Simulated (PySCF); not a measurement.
Run record: geometry optimisation, chloromethylgermane, `[GeH3][CH2]Cl`.

Method: PBE0-D3(BJ)/def2-SVP geometry optimisation, gas phase (PySCF 2.14.0). Start geometry: GFN2-xTB. A driver script takes a list of jobs; this job's settings line and coordinates (Å) are shown.

Input:
```
{"job": {"xc": "PBE0", "basis": "def2-SVP", "d3": "d3bj", "grid": 1, "maxiter": 30, "shake": 0.01, "kind": "geom"}, "charge": 0, "multiplicity": 1}
Cl    -1.631280     1.210130     0.753220
C     -0.991130    -0.186120    -0.100890
Ge     0.955300     0.003640    -0.021290
H     -1.327220    -1.065810     0.404310
H     -1.381990    -0.172720    -1.123020
H      1.642290    -1.136300    -0.702990
H      1.378820     1.279170    -0.672150
H      1.410340     0.048870     1.410340
```

Output:
```
step   0  E = -2577.40151778  max force = 0.018707
step   1  E = -2577.40520658  max force = 0.003746
step   2  E = -2577.40549119  max force = 0.000664
step   3  E = -2577.40549718  max force = 0.000132
optimisation converged
```

Energies in Eh; «max force» is the largest Cartesian gradient component in Eh/bohr.

How much energy does the optimisation release, in kJ/mol?

E(step 0) − E(last step) = 0.003979 Eh, which is 10.4 kJ/mol.

In short: final energy -2577.40550 Eh after 3 steps; dipole 1.62 D.

Where do the atoms end?

0.061 Å rms from the input after alignment:
```
atom  x, y, z in Å
Cl1   -2.7375    2.0162    1.6089
C2    -2.0024    0.6221    0.7664
Ge3   -0.0420    0.7617    0.7918
H4    -2.3361   -0.2943    1.2726
H5    -2.3860    0.6076   -0.2629
H6     0.5580   -0.4530    0.0559
H7     0.3771    2.0603    0.0866
H8     0.4356    0.7757    2.2517
```

On an Arm Neoverse N1 with one thread, shared host, this took 16 s and 0.36 GiB of memory at its peak.
Labels such as C1 count atoms from 1, the log's own numbers from 0.
